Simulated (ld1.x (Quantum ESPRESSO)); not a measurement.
## rhenium (Re), TM: configuration errors across variants

```
Element                 : Re (Z = 75)
Generator               : ld1.x (Quantum ESPRESSO) 7.5
Type                    : norm-conserving Troullier–Martins (Kleinman–Bylander form)
Functional              : PBEsol
Relativity              : scalar-relativistic
Frozen core             : [Xe] 4f14
Valence charge          : 7
Reference configuration : 5d5 6s1.5 6p0 (charge +0.5)
Partial waves           : 6s (bound): rc 2.10 bohr; 5d (bound): rc 1.85 bohr; 6p (bound, empty): rc 3.25 bohr
Local potential         : the p channel
Core correction         : none
```

All-electron excitation energies from the reference (eV): (1) 5d5 6s2 6p0 -3.802; (2) 5d5 6s1 6p0 5.490; (3) 5d5 6s0 6p0 21.834; (4) 5d6 6s1 6p0 -2.852; (5) 5d3 6s0 6p0 88.375; (6) 5d5 6s0 6p2 6.161; (7) 5d5.5 6s1.5 6p0 -3.417.

5 further variants failed, have other tests or another functional or relativity, and are left out.

A true bound ghost makes a file unfit for plane-wave use even where its test errors are small: the radial tests pick states by their node count and pass the ghost by.

Errors AE − PS in meV (a dash: test not solved or not reliable):

```csv
change,(1),(2),(3),(4),(5),(6),(7),bound ghosts
base,+0.6,-3.0,-14,-47,-502,-11,-13,none
"all radii scaled by about 1.14 (s 2.38, p 3.70, d 2.10 bohr)",+0.6,-3.2,-18,-52,-470,-5.0,-13,none
wave 5d (bound): rc 1.85 bohr becomes 5d (bound): rc 1.88 bohr,+0.6,-3.0,-14,-47,-503,-11,-13,none
core correction a·sin(br)/r model core inside 2.04 bohr,+0.1,-4.3,-46,-57,-907,-20,-15,none
local potential the s channel,+1.2,-1.9,+3.3,-26,-235,-6.3,-5.5,none
"all radii scaled by about 0.77 (s 1.62, p 2.50, d 1.42 bohr)",+5.5,+6.3,+185,-1.6,-464,+169,-11,s
```

Question: Give the same row for: wave 6p (bound): rc 3.25 bohr becomes 6p (bound): rc 2.42 bohr.

Answer: +0.1, -3.3, -7.4, -48, -430, -0.5, -15; bound ghosts: s.
